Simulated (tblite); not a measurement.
Species: C₄H₁₀AlCl₂N.
Atom-mapped SMILES: `[CH3:1][C:2]([CH3:3])([CH3:4])[NH:5][Al:6]([Cl:7])[Cl:8]` (hydrogens: H9, H10, H11 on C1; H12, H13, H14 on C3; H15, H16, H17 on C4; H18 on N5)

Computed with GFN2-xTB (tblite), gas phase: L-BFGS steps from a force-field or distance-geometry start until the largest atomic force falls under 0.01 eV/Å.

Step 103: E = -732.9177 eV
```
atom  x, y, z in Å  |  force x, y, z in eV/Å
C1     -1.3112    0.3821   -1.2508    0.030  -0.005  -0.032
C2     -0.3576   -0.1309   -0.1604   -0.011   0.038  -0.078
C3     -0.6525    0.5538    1.1667   -0.046  -0.034  -0.023
C4     -0.5296   -1.6510   -0.0531    0.016   0.011  -0.003
N5      1.0183    0.1925   -0.5173    0.002  -0.050  -0.029
Al6     2.4386    0.8066    0.3691   -0.050   0.012  -0.085
Cl7     4.0140    1.2490   -0.8421    0.042  -0.015   0.013
Cl8     2.6480    1.0825    2.3707   -0.007   0.007  -0.010
H9     -2.3460    0.1727   -0.9836    0.072   0.007   0.005
H10    -1.2028    1.4551   -1.4000    0.060  -0.049   0.053
H11    -1.0922   -0.1257   -2.1894   -0.038   0.077  -0.023
H12    -1.7189    0.5555    1.3665   -0.042   0.002   0.091
H13    -0.2902    1.5813    1.1097   -0.070  -0.024   0.069
H14    -0.1299    0.0414    1.9704   -0.001   0.042   0.018
H15     0.1471   -2.0597    0.6931    0.027   0.032   0.035
H16    -0.2970   -2.1082   -1.0130   -0.034  -0.061   0.026
H17    -1.5507   -1.9040    0.2202    0.006   0.000  -0.002
H18     1.2041   -0.0867   -1.4748    0.043   0.011  -0.023
```

Step 104: E = -732.9226 eV
```
atom  x, y, z in Å  |  force x, y, z in eV/Å
C1     -1.3110    0.3922   -1.2500    0.023   0.016  -0.006
C2     -0.3636   -0.1278   -0.1588   -0.040  -0.002  -0.051
C3     -0.6685    0.5306    1.1823    0.035  -0.069  -0.051
C4     -0.5245   -1.6512   -0.0741   -0.003  -0.013   0.026
N5      1.0134    0.2022   -0.5034   -0.011  -0.023  -0.023
Al6     2.4368    0.8141    0.3729    0.160   0.128   0.025
Cl7     4.0554    1.0985   -0.8497   -0.109  -0.035   0.143
Cl8     2.6338    1.2593    2.3572   -0.029  -0.057  -0.220
H9     -2.3485    0.1995   -0.9915    0.001  -0.041   0.072
H10    -1.1930    1.4609   -1.4002    0.089   0.063   0.048
H11    -1.1000   -0.1150   -2.1882    0.011   0.031  -0.076
H12    -1.7314    0.5078    1.3983   -0.036  -0.011   0.039
H13    -0.3222    1.5625    1.1494   -0.076   0.033   0.020
H14    -0.1251    0.0156    1.9707   -0.004   0.006   0.032
H15     0.1806   -2.0672    0.6441   -0.016   0.042  -0.008
H16    -0.3213   -2.0902   -1.0508   -0.046  -0.050   0.091
H17    -1.5357   -1.9130    0.2328    0.055  -0.001  -0.040
H18     1.2163   -0.0724   -1.4590   -0.003  -0.017  -0.021
```

Step 105: E = -732.9259 eV
```
atom  x, y, z in Å  |  force x, y, z in eV/Å
C1     -1.3100    0.3898   -1.2531    0.026   0.020   0.003
C2     -0.3631   -0.1282   -0.1617   -0.026  -0.021  -0.024
C3     -0.6666    0.5360    1.1777    0.038  -0.049  -0.037
C4     -0.5247   -1.6510   -0.0682   -0.009  -0.005   0.021
N5      1.0143    0.1986   -0.5077   -0.020  -0.018  -0.031
Al6     2.4345    0.8113    0.3716    0.008   0.051  -0.047
Cl7     4.0382    1.1339   -0.8394    0.063  -0.007  -0.002
Cl8     2.6364    1.2097    2.3518   -0.016  -0.001   0.014
H9     -2.3461    0.1975   -0.9909   -0.022  -0.037   0.064
H10    -1.1898    1.4582   -1.4020    0.078   0.075   0.039
H11    -1.1015   -0.1163   -2.1920    0.018   0.018  -0.074
H12    -1.7286    0.5160    1.3994   -0.034  -0.024   0.018
H13    -0.3215    1.5685    1.1415   -0.071   0.033   0.004
H14    -0.1211    0.0272    1.9683   -0.003  -0.010   0.025
H15     0.1766   -2.0619    0.6559   -0.001   0.037   0.000
H16    -0.3179   -2.0970   -1.0403   -0.036  -0.050   0.069
H17    -1.5363   -1.9123    0.2351    0.031   0.003  -0.029
H18     1.2186   -0.0736   -1.4640   -0.024  -0.015  -0.012
```

**Question.** Estimate the geometry and energy of step 106. (The exact step hangs on the optimiser's Hessian estimate; all steps are aligned on step 105, rigid shifts and turns removed.)

**Answer.** E = -732.9280 eV, largest force 0.098 eV/Å
```
atom  x, y, z in Å  |  force x, y, z in eV/Å
C1     -1.3107    0.3942   -1.2537    0.027   0.020   0.005
C2     -0.3648   -0.1262   -0.1629   -0.007  -0.027  -0.005
C3     -0.6699    0.5302    1.1797    0.012  -0.041  -0.018
C4     -0.5225   -1.6491   -0.0710   -0.003  -0.015   0.009
N5      1.0132    0.2015   -0.5058   -0.007  -0.013  -0.037
Al6     2.4360    0.8115    0.3714   -0.004   0.057  -0.053
Cl7     4.0464    1.1035   -0.8386    0.063  -0.008  -0.002
Cl8     2.6320    1.2417    2.3452   -0.015  -0.003   0.019
H9     -2.3469    0.2042   -0.9889   -0.013  -0.029   0.051
H10    -1.1863    1.4627   -1.4028    0.068   0.056   0.043
H11    -1.1040   -0.1128   -2.1931    0.011   0.025  -0.059
H12    -1.7323    0.5017    1.4031   -0.009  -0.023   0.011
H13    -0.3328    1.5652    1.1493   -0.064   0.035   0.002
H14    -0.1206    0.0203    1.9680   -0.008   0.001   0.008
H15     0.1862   -2.0579    0.6471   -0.004   0.030  -0.004
H16    -0.3230   -2.0933   -1.0452   -0.027  -0.057   0.062
H17    -1.5300   -1.9149    0.2401    0.011   0.004  -0.023
H18     1.2213   -0.0762   -1.4599   -0.030  -0.013  -0.009
```

The energy changes by -0.0021 eV. The first-order estimate −F·Δx gives -0.0024 eV and the mean of the old and new forces, exact on a quadratic surface, -0.0021 eV. The step makes an angle of 81° with the force vector and moves no atom by more than 0.033 Å.

The cost below is that of the whole relaxation. On one thread, Arm Neoverse V1 (aarch64), on a shared host, this took 1.7 s of wall time.
